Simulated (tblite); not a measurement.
Species: C7H12BF.
Bonds: C1–C2 (double), C2–F3, C2–C4, C4–C5, C5–C6, C6–B7, B7–C8, C8–C9, C4–C9. Hydrogens: H10, H11 on C1; H12 on C4; H13, H14 on C5; H15, H16 on C6; H17 on B7; H18, H19 on C8; H20, H21 on C9.

Computed with GFN2-xTB (tblite), gas phase: L-BFGS steps from a force-field or distance-geometry start until the largest atomic force falls under 0.01 eV/Å.

Step 73: E = -735.9674 eV
```
atom  x, y, z in Å  |  force x, y, z in eV/Å
C1      3.0029    0.1714    0.2168   -0.004   0.027  -0.021
C2      1.9831   -0.3256   -0.4554    0.009  -0.011   0.022
F3      2.2351   -1.2618   -1.4122    0.044   0.035  -0.005
C4      0.5183   -0.0465   -0.3397   -0.019  -0.058  -0.002
C5      0.1666    1.0688    0.6414   -0.019  -0.011  -0.041
C6     -1.3138    1.4446    0.4996   -0.025   0.052   0.021
B7     -2.2930    0.2587    0.1781    0.013  -0.013   0.026
C8     -1.7268   -1.1766   -0.1069    0.003  -0.031  -0.020
C9     -0.2139   -1.3310    0.0805   -0.033  -0.058  -0.004
H10     4.0080   -0.1510    0.0075   -0.019   0.027   0.031
H11     2.8590    0.9195    0.9720    0.032  -0.051   0.012
H12     0.1592    0.2301   -1.3387    0.017   0.009  -0.036
H13     0.3594    0.7118    1.6541    0.026   0.037   0.032
H14     0.7930    1.9449    0.4638    0.012   0.003  -0.002
H15    -1.6406    1.9824    1.3941    0.021   0.024  -0.015
H16    -1.4155    2.1736   -0.3116   -0.009   0.010  -0.017
H17    -3.4404    0.4706    0.0649   -0.015  -0.017   0.052
H18    -1.9767   -1.4097   -1.1482    0.001   0.008  -0.026
H19    -2.2443   -1.9452    0.4724   -0.012   0.010   0.015
H20     0.1506   -2.1762   -0.5068    0.007  -0.006  -0.011
H21     0.0206   -1.5356    1.1285   -0.031   0.013  -0.012
```

Step 74: E = -735.9688 eV
```
atom  x, y, z in Å  |  force x, y, z in eV/Å
C1      3.0024    0.1733    0.2205    0.004   0.034  -0.020
C2      1.9832   -0.3230   -0.4526    0.016  -0.025   0.008
F3      2.2389   -1.2544   -1.4129    0.038   0.025  -0.019
C4      0.5179   -0.0475   -0.3387   -0.006  -0.048  -0.006
C5      0.1650    1.0658    0.6437   -0.013  -0.008  -0.014
C6     -1.3132    1.4460    0.4929   -0.012   0.075   0.018
B7     -2.2931    0.2580    0.1826    0.015   0.011   0.043
C8     -1.7268   -1.1764   -0.1024   -0.026  -0.020  -0.013
C9     -0.2136   -1.3339    0.0770   -0.040  -0.044  -0.015
H10     4.0079   -0.1442    0.0049   -0.024   0.025   0.043
H11     2.8578    0.9161    0.9803    0.036  -0.042   0.015
H12     0.1616    0.2316   -1.3383    0.013   0.001  -0.026
H13     0.3556    0.7042    1.6558    0.000   0.050   0.026
H14     0.7924    1.9427    0.4727    0.023  -0.010  -0.009
H15    -1.6432    1.9985    1.3779    0.036   0.014  -0.025
H16    -1.4021    2.1650   -0.3299   -0.037  -0.011   0.004
H17    -3.4420    0.4659    0.0820   -0.023  -0.013   0.042
H18    -1.9845   -1.4049   -1.1428    0.010  -0.012  -0.027
H19    -2.2440   -1.9429    0.4798   -0.007  -0.004   0.005
H20     0.1446   -2.1743   -0.5199    0.026  -0.021  -0.016
H21     0.0262   -1.5485    1.1217   -0.031   0.023  -0.013
```

Step 75: E = -735.9699 eV
```
atom  x, y, z in Å  |  force x, y, z in eV/Å
C1      3.0020    0.1754    0.2222    0.006   0.030  -0.011
C2      1.9832   -0.3217   -0.4506    0.015  -0.029  -0.003
F3      2.2426   -1.2480   -1.4144    0.031   0.015  -0.030
C4      0.5172   -0.0494   -0.3377    0.007  -0.022  -0.005
C5      0.1635    1.0633    0.6456   -0.002   0.002   0.014
C6     -1.3130    1.4483    0.4873    0.010   0.049   0.019
B7     -2.2931    0.2577    0.1871    0.008   0.026   0.049
C8     -1.7271   -1.1767   -0.0992   -0.041  -0.001  -0.004
C9     -0.2141   -1.3370    0.0746   -0.029  -0.018  -0.027
H10     4.0076   -0.1382    0.0026   -0.014   0.018   0.043
H11     2.8578    0.9122    0.9871    0.030  -0.024   0.024
H12     0.1635    0.2327   -1.3381    0.011  -0.010  -0.011
H13     0.3509    0.6991    1.6584   -0.021   0.058   0.001
H14     0.7930    1.9404    0.4806    0.021  -0.030  -0.018
H15    -1.6439    2.0122    1.3644    0.039   0.015  -0.020
H16    -1.3938    2.1576   -0.3446   -0.050  -0.013   0.005
H17    -3.4434    0.4628    0.0962   -0.020  -0.014   0.037
H18    -1.9888   -1.4004   -1.1396    0.009  -0.027  -0.024
H19    -2.2439   -1.9421    0.4844   -0.010  -0.015  -0.004
H20     0.1407   -2.1733   -0.5291    0.035  -0.037  -0.019
H21     0.0301   -1.5578    1.1170   -0.034   0.025  -0.012
```

Q: Estimate the geometry and energy of step 76. (The exact step hangs on the optimiser's Hessian estimate; all steps are aligned on step 75, rigid shifts and turns removed.)

A: E = -735.9714 eV, largest force 0.064 eV/Å
```
atom  x, y, z in Å  |  force x, y, z in eV/Å
C1      3.0015    0.1782    0.2229    0.007   0.017   0.005
C2      1.9832   -0.3207   -0.4489    0.009  -0.029  -0.011
F3      2.2472   -1.2398   -1.4182    0.017   0.008  -0.037
C4      0.5161   -0.0529   -0.3357    0.022   0.016  -0.011
C5      0.1614    1.0605    0.6475    0.013   0.009   0.030
C6     -1.3127    1.4515    0.4821    0.029   0.003   0.007
B7     -2.2929    0.2573    0.1940   -0.007   0.036   0.045
C8     -1.7279   -1.1774   -0.0964   -0.048   0.027   0.001
C9     -0.2154   -1.3416    0.0734   -0.005   0.022  -0.041
H10     4.0072   -0.1305   -0.0008    0.005   0.009   0.035
H11     2.8588    0.9060    0.9956    0.016   0.000   0.034
H12     0.1652    0.2329   -1.3367    0.006  -0.027   0.004
H13     0.3450    0.6967    1.6614   -0.037   0.051  -0.010
H14     0.7936    1.9368    0.4877    0.029  -0.036  -0.035
H15    -1.6421    2.0288    1.3498    0.031   0.019  -0.003
H16    -1.3872    2.1488   -0.3604   -0.056  -0.015   0.004
H17    -3.4446    0.4597    0.1120   -0.015  -0.017   0.036
H18    -1.9902   -1.3928   -1.1386   -0.001  -0.041  -0.013
H19    -2.2447   -1.9435    0.4860   -0.016  -0.024  -0.019
H20     0.1373   -2.1741   -0.5363    0.037  -0.049  -0.017
H21     0.0322   -1.5667    1.1137   -0.035   0.020  -0.005
```

The energy changes by -0.0014 eV. The first-order estimate −F·Δx gives -0.0020 eV and the mean of the old and new forces, exact on a quadratic surface, -0.0014 eV. The step makes an angle of 77° with the force vector and moves no atom by more than 0.022 Å.

What follows is the cost of the whole relaxation. Hardware: an Arm Neoverse N1 with one thread, no GPU, on a shared host. Cost: 1.6 s wall.
